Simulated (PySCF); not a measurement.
Property card for `CCCC1CCCCC1`

Compound: C9H18.
Cartesian coordinates in Å at the GFN2-xTB level; atoms count from 1:
```xyz
27
C9H18 angstrom
C      3.8267   -0.3185   -0.0872
C      2.3752   -0.6278   -0.4356
C      1.4234    0.3990    0.1754
C     -0.0387    0.2254   -0.2496
C     -0.8661    1.4275    0.2133
C     -2.3254    1.2962   -0.2104
C     -2.9292    0.0110    0.3449
C     -2.1161   -1.1931   -0.1172
C     -0.6580   -1.0555    0.3123
H      4.1184    0.6514   -0.4846
H      4.4902   -1.0730   -0.5037
H      3.9636   -0.2996    0.9921
H      2.1291   -1.6270   -0.0723
H      2.2559   -0.6283   -1.5218
H      1.4894    0.3482    1.2652
H      1.7552    1.3965   -0.1262
H     -0.0779    0.1787   -1.3444
H     -0.4447    2.3464   -0.2008
H     -0.8124    1.4981    1.3024
H     -2.8923    2.1591    0.1459
H     -2.3868    1.2828   -1.3012
H     -2.9277    0.0520    1.4366
H     -3.9656   -0.0887    0.0153
H     -2.5386   -2.1105    0.2987
H     -2.1664   -1.2667   -1.2063
H     -0.6034   -1.0309    1.4034
H     -0.0978   -1.9262   -0.0319
```

From GFN2-xTB geometry:

```
Point group of the GFN2-xTB geometry                  : C1
Rotational constants A, B, C of the GFN2-xTB geometry : 3.773, 0.778, 0.685 GHz
```

PBE0/pcSseg-1 ground state and GIAO shieldings, non-relativistic (PySCF):

```
Dipole moment                                       : 0.09 D
HOMO energy                                         : -8.06 eV
LUMO energy                                         : 1.58 eV
HOMO–LUMO gap                                       : 9.64 eV
Lowest Hirshfeld atomic charge                      : -0.12 e on C1
Highest Hirshfeld atomic charge                     : +0.04 e on H10, H11, H12, H20, H23, H24
13C chemical shifts (computed TMS as zero) by class : 45.4 (C3), 43.1 (C4), 37.6 (C5/C9), 30.9 (C7), 30.8 (C6/C8), 25.4 (C2), 17.5 (C1) ppm
1H chemical shifts (computed TMS as zero) by class  : 1.80 (H18/H27), 1.80 (H20/H24), 1.74 (H23), 1.34 (H13/H14), 1.23 (H21/H25), 1.13 (H22), 1.06 (H15/H16), 1.02 (H10/H11/H12), 0.92 (H17), 0.77 (H19/H26) ppm
Mayer bond orders between heavy atoms               : C1–C2 1.07, C2–C3 1.03, C3–C4 1.03, C4–C5 1.01, C5–C6 1.05, C6–C7 1.04, C7–C8 1.04, C8–C9 1.05, C9–C4 0.99
```

Monoisotopic mass from the formula: 126.1409 u.

With B = h/(8π²I), that is 505.379 GHz u Å² over I, the principal moments of inertia are 133.9, 649.2 and 737.8 u Å² (most abundant isotopes). The rotational constants make it an asymmetric top with κ = (2B − A − C)/(A − C) = -0.94, nearer the prolate limit (−1).

Geometry: GFN2-xTB, one conformer, isolated molecule. NMR classes are plain means over equivalent atoms (diastereotopic ones count apart unless rotation or inversion swaps them), as if these changed places fast; in this geometry the members of some classes differ.
